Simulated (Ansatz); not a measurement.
CH$_{6}$N, charge +1, singlet, at a GFN2-xTB geometry; MP2/def2-TZVP (Ansatz, a quantum-chemistry and plane-wave program).

Input for Ansatz:
Ansatz 0.2 input:
```yaml
crystal:
  periodic: [false, false, false]
  atoms:
    - {symbol: C, position_ang: [-0.77071948, 0.11205340, -0.02502897]}
    - {symbol: N, position_ang: [0.69755629, -0.10141635, 0.02265301]}
    - {symbol: H, position_ang: [-1.22221644, -0.55838622, -0.75295779]}
    - {symbol: H, position_ang: [-0.98986314, 1.13881131, -0.30956972]}
    - {symbol: H, position_ang: [-1.20846834, -0.08311829, 0.95144588]}
    - {symbol: H, position_ang: [0.91217603, -1.07122392, 0.29134982]}
    - {symbol: H, position_ang: [1.13138247, 0.52994390, 0.70965040]}
    - {symbol: H, position_ang: [1.11841225, 0.08156726, -0.89831582]}
basis:
  gaussian:
    orbitals: def2-TZVP
total_charge: 1
magnetization: {spin_polarized: false}
correlation: {method: mp2, electrons: outside_noble_gas}
accuracy: high
```

What the program printed (banner, timings and long lists left out):

```
Functional definition: HF
1899 factors; integrals over basis functions are off by at most 3.5e-9 eV
mean field evaluation 1: about -2597.8701 eV, gradient 4.4e1 eV
mean field evaluation 2: about -2597.8708 eV, gradient 4.4e1 eV
mean field evaluation 4: about -2601.8179 eV, gradient 2.6e0 eV
mean field evaluation 8: about -2601.8436 eV, gradient 8.6e-5 eV
mean field -2601.84360205 eV, -95.6159887822 hartree, gradient 1.6e-8 eV, S^2 0.000000; 0 other end points of the search recorded, 0 dependent functions left out
2 core orbitals not correlated
reference -2601.84360205 eV, -95.6159887822 hartree; 7, 7 occupied and 89, 89 virtual orbitals, 1899 factors
second order -10.37558807 eV of doubles, -0.00000000 eV of singles
Total energy: -2612.21919012 eV, -95.9972846111 hartree
```
